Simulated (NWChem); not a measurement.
System meant: CH3BrSZn; SMILES C[S][Zn][Br]

The following NWChem deck was run.

```
start job
memory heap 200 mb stack 900 mb global 1100 mb
geometry units angstroms noautosym nocenter noautoz
  Zn     0.256547     0.355653    -0.006771
  Br    -0.505275    -1.743484     0.001951
  S      1.025174     2.365668    -0.016092
  C     -0.521259     3.380944     0.085411
  H     -1.162021     3.231008    -0.785905
  H     -0.196319     4.423737     0.102328
  H     -1.081729     3.177635     1.000165
end
basis spherical
  * library 6-31g*
end
dft
  xc m06-2x
  iterations 150
end
property
  shielding
end
task dft property
```

End of the output:

```
 Vector   48  Occ=0.000000D+00  E= 3.281514D-03
              MO Center=  2.2D-01,  4.3D-01, -5.9D-03, r^2= 5.8D+00
   Bfn.  Coefficient  Atom+Function         Bfn.  Coefficient  Atom+Function
  ----- ------------  ---------------      ----- ------------  ---------------
    17      0.805232  1 Zn pz                13      0.407449  1 Zn pz
    79     -0.286677  3 S  pz                51     -0.263964  2 Br pz
    47     -0.200502  2 Br pz                75     -0.200860  3 S  pz
    93     -0.126105  4 C  pz               104      0.126262  7 H  s
   100     -0.124140  5 H  s                  9     -0.105386  1 Zn pz

 center of mass
 --------------
 x =   0.00082854 y =   0.10424138 z =   0.00547146

 moments of inertia (a.u.)
 ------------------
        2173.659824812142        -444.589429881371           5.149510520152
        -444.589429881371         234.942771057558         -10.327352078762
           5.149510520152         -10.327352078762        2396.184967547238

     Multipole analysis of the density
     ---------------------------------

     L   x y z        total         alpha         beta         nuclear
     -   - - -        -----         -----         ----         -------
     0   0 0 0     -0.000000    -45.000000    -45.000000     90.000000

     1   1 0 0     -0.398397     -0.999446     -0.999446      1.600496
     1   0 1 0      0.737776    -17.221042    -17.221042     35.179861
     1   0 0 1      0.033426     -0.395944     -0.395944      0.825313

     2   2 0 0    -40.061503    -77.016072    -77.016072    113.970642
     2   1 1 0     -5.421136    -98.663755    -98.663755    191.906374
     2   1 0 1     -0.060863      1.409519      1.409519     -2.879901
     2   0 2 0    -40.752754   -571.067578   -571.067578   1101.382402
     2   0 1 1      0.284745     -3.471177     -3.471177      7.227099
     2   0 0 2    -39.527400    -22.759591    -22.759591      5.991781

          -----------------------------------------
          Chemical Shielding Tensors (GIAO, in ppm)
          -----------------------------------------

 ------------------------------------------------------------------------
  xm06: d2 not coded                    0
 ------------------------------------------------------------------------
 ------------------------------------------------------------------------
  current input line :
    22: task dft property
 ------------------------------------------------------------------------
 ------------------------------------------------------------------------
 This error has not yet been assigned to a category
 ------------------------------------------------------------------------
 For more information see the NWChem manual at https://nwchemgit.github.io

0: xm06: d2 not coded:Received an Error in Communication
```

Problem. Can this run be used? If not, why, and what is the fix?

Solution. The run crashed. Cause: this functional's second derivatives, which shieldings need, aren't coded here; the fix takes a hybrid GGA instead. This input runs:
```
start job
memory heap 200 mb stack 900 mb global 1100 mb
geometry units angstroms noautosym nocenter noautoz
  Zn     0.256547     0.355653    -0.006771
  Br    -0.505275    -1.743484     0.001951
  S      1.025174     2.365668    -0.016092
  C     -0.521259     3.380944     0.085411
  H     -1.162021     3.231008    -0.785905
  H     -0.196319     4.423737     0.102328
  H     -1.081729     3.177635     1.000165
end
basis spherical
  * library 6-31g*
end
dft
  xc pbe0
  iterations 150
end
property
  shielding
end
task dft property
```
It converges to -4790.34810 Ha (PBE0/6-31G* (spherical d), GIAO).
